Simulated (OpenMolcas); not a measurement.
Pd4+: moving or changing the point charges

Pd4+ among 4 point charges of -2.5 e arranged as a tetrahedron (Td), 1.94 Å from the ion.

```
Program             : OpenMolcas
Method              : CASSCF
Basis               : ANO-RCC-VDZP [6s5p3d1f]
Scalar Hamiltonian  : DKH2, point nucleus
Active space        : 6 electrons in 5 orbitals (4d)
State averaging     : 2S+1 = 5 even, 5 roots; 2S+1 = 3 even, 45 roots; 2S+1 = 1 even, 50 roots
Spin-orbit coupling : RASSI with atomic mean-field integrals over the reference wave functions
```

Runs around this geometry, states (labels of Td). Energies in cm-1 above the lowest state or level, χT in cm3 K/mol; 10Dq and B are least-squares fits to the states below 45000 cm-1, weighted by degeneracy, with a free offset, and given where the rms deviation is under 5 % of |10Dq| (or 100 cm-1) and under 700 cm-1; 10Dq is negative for this site.

```
R (Å)  q (e)  Ground state  First state of that spin   10Dq  B (rms of fit)  First gap with spin-orbit (degeneracies)  χT at 300 K  First state of another spin
 1.94  -1.25            5E                  5T2 1865                                                     119.0 (1, 3)        5.062                    3T1 20722
 1.77   -2.5            5E                  5T2 4758  -4578       1020 (72)                              157.1 (1, 3)        4.178                    3T1 18766
 1.94   -2.5            5E                  5T2 3300  -3137       1032 (47)                              150.3 (1, 3)        4.552                    3T1 19894
 2.13   -2.5            5E                  5T2 2222                                                     130.5 (1, 3)        4.921                    3T1 20548
```

Taking the first state of the same spin as R^-n, n = -ln(2222 / 4758) / ln(2.13 / 1.77) = 4.1 between the shortest and longest distance.

Scaling the charges by -1.25 / -2.5 = 0.50 scales the first state of the same spin by 1865 / 3300 = 0.57; with fixed orbitals a first-order splitting would follow the charge.

An orbital doublet at a regular site is open to a Jahn-Teller distortion, which this geometry leaves out. Without dynamic correlation the repulsion within the d shell is too large (B by tens of per cent), so at a given field states of lower spin stand too high. Point charges give a weaker field than real ligands, and real ions of this kind are as a rule low spin; the high spin found here belongs to the model. The ground term spreads over less than 5000 cm-1, several times less than with real ligands, so orbital moments are less quenched and χT lies further from the spin-only value than at real sites. Point charges carry no covalency, so the field is a model and not that of real ligands. No measured value stands beside these numbers.
